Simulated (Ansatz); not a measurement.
Program: Ansatz. Geometries: PBE0-D4/def2-TZVP. ΔE: electronic, gas phase. CCSD(T)/CBS adds triple-zeta CCSD(T) − MP2 to the extrapolated MP2 energy (def2 sets, frozen cores). This one scheme is used for every species. Functionals use def2-TZVPP. B3LYP here is the variant with VWN-RPA as its local correlation; programs differ in this. HSE06 is defined as in plane-wave codes. For Ga outer-core shells are correlated without core-valence functions, which leaves a few kJ/mol of doubt a bond. Scalar relativity is left out up to krypton.

Consider the hydrogenolysis of the Si–F bond: `F[SiH2][GaH2]` + H₂ → `[SiH3][GaH2]` + H–F.

```json
{"level": "PBE-D4", "ΔE (kJ/mol)": "90.0", "difference from CCSD(T)/CBS": "-4.8"}
{"level": "revPBE-D4", "ΔE (kJ/mol)": "90.3", "difference from CCSD(T)/CBS": "-4.5"}
{"level": "r2SCAN-D4", "ΔE (kJ/mol)": "101.2", "difference from CCSD(T)/CBS": "6.4"}
{"level": "B97M-V", "ΔE (kJ/mol)": "99.8", "difference from CCSD(T)/CBS": "5.0"}
{"level": "PBE0-D4", "ΔE (kJ/mol)": "87.4", "difference from CCSD(T)/CBS": "-7.4"}
{"level": "r2SCAN0-D4", "ΔE (kJ/mol)": "96.3", "difference from CCSD(T)/CBS": "1.5"}
{"level": "B3LYP", "ΔE (kJ/mol)": "98.6", "difference from CCSD(T)/CBS": "3.8"}
{"level": "r2SCAN0", "ΔE (kJ/mol)": "96.1", "difference from CCSD(T)/CBS": "1.3"}
{"level": "HSE06", "ΔE (kJ/mol)": "86.5", "difference from CCSD(T)/CBS": "-8.3"}
{"level": "HF/def2-SVP", "ΔE (kJ/mol)": "79.5", "difference from CCSD(T)/CBS": "-15.3"}
{"level": "MP2/def2-SVP", "ΔE (kJ/mol)": "83.6", "difference from CCSD(T)/CBS": "-11.2"}
{"level": "MP2/def2-TZVPP", "ΔE (kJ/mol)": "96.6", "difference from CCSD(T)/CBS": "1.8"}
{"level": "CCSD/def2-TZVPP", "ΔE (kJ/mol)": "91.1", "difference from CCSD(T)/CBS": "-3.7"}
{"level": "CCSD(T)/def2-TZVPP", "ΔE (kJ/mol)": "91.7", "difference from CCSD(T)/CBS": "-3.1"}
{"level": "HF/CBS(def2)", "ΔE (kJ/mol)": "100.7", "difference from CCSD(T)/CBS": "5.9"}
{"level": "MP2/CBS(def2)", "ΔE (kJ/mol)": "99.8", "difference from CCSD(T)/CBS": "5.0"}
{"level": "CCSD(T)/CBS", "ΔE (kJ/mol)": "94.8", "difference from CCSD(T)/CBS": "0"}
```

Largest T1 diagnostic among the species: 0.013.

From r2SCAN to r2SCAN0 (25 % exact exchange), in def2-TZVPP and without D4, ΔE moves by −4.9 kJ/mol. At CCSD(T), def2-SVP lies −17.0 kJ/mol from the extrapolated value and def2-TZVPP −3.1 kJ/mol. Leaving LDA and LC-ωPBE aside and taking each functional with its dispersion term where it has one, the values, not all of them listed here, spread over 15.2 kJ/mol, from HSE06-D4 to BLYP-D4.
